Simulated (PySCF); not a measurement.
These are TPSSh-D3(BJ)/def2-TZVP // PBE-D3(BJ)/def2-SVP run with PySCF values and carry that method's errors. Isolated molecules, 0 K electronic values unless said otherwise. 

Reference species: [Nb(Cl)5] (neutral, multiplicity 1).

```
Item                                                             Value
------------------------------------------------------------  --------
charge on the central atom (Mulliken)                           1.26 e
mean distance from the central atom to its bonded neighbours   2.308 Å
LUMO                                                          -4.81 eV
```

Changed species: [Nb(Cl)3(F)2] (2 of 5 Cl replaced by F; the reference has 0 of 5 Cl replaced by F).

Predict the effect on the charge on the central atom (Mulliken), mean distance from the central atom to its bonded neighbours and LUMO.

the charge on the central atom (Mulliken) goes up by 0.40 e, to 1.66 e; the mean distance from the central atom to its bonded neighbours decreases by 0.182 Å, to 2.126 Å; the LUMO rises by 0.56 eV, to -4.25 eV.
